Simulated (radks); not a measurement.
The numbers below are computed, except where a source is named.
Problem. The mean radii <r> (bohr) of the occupied orbitals of an atom or ion are listed with their occupations. Code: a radial shooting solver on a logarithmic mesh with Libxc functionals. Model: scalar-relativistic Kohn-Sham, r2SCAN, spin-polarised, spherical densities, finite nucleus; meta-GGA in the generalised Kohn-Sham scheme; Fermi nuclear charge, rms radius of each element as measured or else 0.836 A^(1/3) + 0.57 fm.

orbital  occ.      <r>
1s up       1  0.01966
1s down     1  0.01966
2s up       1  0.08332
2s down     1  0.08332
2p up       3  0.07415
2p down     3  0.07415
3s up       1   0.2165
3s down     1   0.2164
3p up       3   0.2161
3p down     3   0.2160
3d up       5   0.1961
3d down     5   0.1961
4s up       1   0.4879
4s down     1   0.4879
4p up       3   0.5179
4p down     3   0.5177
4d up       5   0.5592
4d down     5   0.5585
5s up       1    1.170
5p up       3    1.348
5p down     3    1.363
4f up       7   0.7164
4f down     6   0.7163
6p up       1    3.356

Name the element and its charge. Open shells, if any, are filled with parallel spins first.

Solution. Z = 70, ytterbium, charge +3: Yb3+ in [Kr] 4d10 4f13 5s1 5p6 6p1. The 1s radius gives Z: for a bare nucleus <r> = (2 gamma + 1)/(2Z) with gamma = sqrt(1 - (Z/c)^2), 0.01942 bohr for Z = 70, and screening makes it slightly larger (0.01966 here). The occupations add up to 67, and the charge is Z minus that.
